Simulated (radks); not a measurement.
Gd8+, 56 electrons, occupied as [Kr] 4d10 4f6 5s2 5p2 (the NIST ground configuration).

All-electron calculation, scalar-relativistic Kohn-Sham, PBEsol, spin-polarised, spherical densities, point nucleus; open shells are filled with parallel spins first (spin-orbit coupling, left out, can overturn this in heavy ions). Program: a radial shooting solver on a logarithmic mesh with Libxc functionals.

Energy parts (eV):
| part | energy |
|---|---|
| total | -306139.70 |
| kinetic | 328774.73 |
| electron-nucleus | -740289.54 |
| Hartree | 111936.00 |
| exchange-correlation | -6560.89 |

Orbitals (lengths in bohr, moments of r in powers of bohr):
orbital  occ.  eigenvalue (eV)   <1/r>
1s up       1        -50205.14   71.64
1s down     1        -50204.94   71.65
2s up       1        -8389.884   16.62
2s down     1        -8389.709   16.62
2p up       3        -7480.089   15.52
2p down     3        -7479.874   15.52
3s up       1        -1953.653   6.095
3s down     1        -1950.839   6.101
3p up       3        -1671.830   5.730
3p down     3        -1669.011   5.737
3d up       5        -1299.446   5.438
3d down     5        -1297.240   5.444
4s up       1        -489.4699   2.578
4s down     1        -483.2433   2.577
4p up       3        -396.2701   2.373
4p down     3        -390.0828   2.372
4d up       5        -267.2461   2.100
4d down     5        -261.0234   2.100
4f up       6        -125.7294   1.653
4f down     0        -119.2944   1.651
5s up       1        -157.6173   1.096
5s down     1        -151.4950   1.087
5p up       2        -130.6593  0.9834
5p down     0        -124.9752  0.9690

The highest occupied level is 4f up at -125.73 eV. The density falls to 0.001 e/bohr^3 at r = 2.61 bohr. Spin moment in Bohr magnetons: 8.
